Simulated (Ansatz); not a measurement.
BMe2(CCH) (C₄H₇B). The state is a singlet with charge 0. Geometry PBE0-D4/def2-SVP; atoms count from 1.

```xyz
12

B    -0.050    0.042   -0.024
C    -0.335    1.391    0.726
H    -1.060    1.138    1.526
H    -0.822    2.149    0.095
H     0.541    1.822    1.231
C    -0.870   -0.383   -1.293
H    -0.288   -0.011   -2.160
H    -1.859    0.094   -1.356
H    -0.962   -1.470   -1.429
C     1.057   -0.884    0.497
C     1.936   -1.620    0.911
H     2.712   -2.269    1.276
```

Estimate the Mulliken populations from the PBE0/def2-TZVP orbitals of Ansatz.


```
atom  charge (e)
  B1        0.12
  C2       -0.43
  H3        0.15
  H4        0.13
  H5        0.14
  C6       -0.43
  H7        0.15
  H8        0.13
  H9        0.14
 C10        0.00
 C11       -0.29
 H12        0.18
```
Mulliken values depend strongly on the basis.

And the Mayer bond orders between heavy atoms (over 0.3)?

B1–C2 1.07 (1.57 Å); B1–C6 1.07 (1.57 Å); B1–C10 1.09 (1.53 Å); C10–C11 2.77 (1.22 Å).
